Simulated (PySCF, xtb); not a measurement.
CH₅GaS, SMILES [S]([GaH2])C.

GFN2-xTB (xtb) at its own geometry gives an orbital gap of 4.01 eV and a dipole moment of 1.94 D.

Geometry optimised at ωB97X-D3(BJ)/def2-SVP.

What does ωB97X/def2-TZVPD in PySCF give? (The exact figures need the calculation; the answer reports its results.)

gap 9.88 eV (levels -9.47 and 0.41 eV), dipole 1.47 D.
